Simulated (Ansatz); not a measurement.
Vertical singlet–triplet gap (eV) of eight halogen compounds: PBE beside CAM-B3LYP, computed with Ansatz (a quantum-chemistry and plane-wave program) for isolated molecules in the bases named; differences from unrounded values. The eight are the first of their class met in an unordered collection, after screening for sound electronic states; none was chosen by its value. Functionals give these values as differences of separate SCF runs (ΔSCF), EOM-CCSD as a root; each molecule has one DFT geometry for both levels.

| molecule | basis | CAM-B3LYP |
|---|---|---|
| Se(Cl)(SMe) (CH3ClSSe), SMILES CS[Se]Cl | def2-SVPD | 2.27 |
| C4H2BrCl, SMILES C#C/C(Br)=C\Cl | def2-SVPD | 3.16 |
| C₃H₄BrF, SMILES F[C@@H]1C[C@H]1Br | def2-SVPD | 5.47 |
| C3H4BrCl, SMILES C/C=C(\Cl)Br | def2-SVPD | 3.89 |
| C4H4ClF, SMILES CC(Cl)=C=CF | def2-SVPD | 4.12 |
| 4,4-difluorobut-1-yne (C4H4F2), SMILES C#CCC(F)F | def2-SVPD | 5.60 |
| C₃H₄BrCl, SMILES C/C(Cl)=C\Br | def2-SVPD | 3.82 |
| (Z)-1-chlorobut-1-ene (C4H7Cl), SMILES CC/C=C\Cl | def2-SVPD | 4.06 |

Task: Estimate the PBE values and say how PBE differs from CAM-B3LYP over the set. (Estimate from the structure and the level; the computed values follow.)

Result: 
| molecule | PBE | difference |
|---|---|---|
| Se(Cl)(SMe) (CH3ClSSe), SMILES CS[Se]Cl | 2.15 | -0.12 |
| C4H2BrCl, SMILES C#C/C(Br)=C\Cl | 3.05 | -0.11 |
| C₃H₄BrF, SMILES F[C@@H]1C[C@H]1Br | 4.96 | -0.51 |
| C3H4BrCl, SMILES C/C=C(\Cl)Br | 3.88 | -0.01 |
| C4H4ClF, SMILES CC(Cl)=C=CF | 4.08 | -0.04 |
| 4,4-difluorobut-1-yne (C4H4F2), SMILES C#CCC(F)F | 5.56 | -0.04 |
| C₃H₄BrCl, SMILES C/C(Cl)=C\Br | 3.81 | -0.02 |
| (Z)-1-chlorobut-1-ene (C4H7Cl), SMILES CC/C=C\Cl | 4.09 | 0.03 |
PBE lies below CAM-B3LYP in 7 and above it in 1 of the eight; the mean signed difference is -0.10 and the largest -0.51 eV.
